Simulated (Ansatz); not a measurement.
A structure relaxed at PBE0-D4/def2-TZVP, charge 0, multiplicity 1:

```xyz
9

C    -0.195   -0.974    0.723
C    -0.238    0.139   -0.019
O    -1.342    0.908   -0.191
B     1.054    0.604   -0.744
F     1.049    1.696   -1.484
H     0.733   -1.524    0.802
H    -1.056   -1.363    1.261
H    -2.081    0.531    0.300
H     2.074   -0.016   -0.648
```

Problem. Give its formula and SMILES.

Solution. C2H4BFO, `C=C(O)BF`.

Problem. Point group (tolerance 0.08 Å, 0.16 Å for H)?

Solution. Cs.

Problem. Summarise the bond lengths by kind.

Solution. 1 × C–C 1.339 Å; 2 × C–H 1.081 to 1.087 Å; 1 × C–O 1.356 Å; 1 × B–C 1.553 Å; 1 × H–O 0.963 Å; 1 × B–F 1.319 Å; 1 × B–H 1.197 Å.

Program: Ansatz 0.2.0.
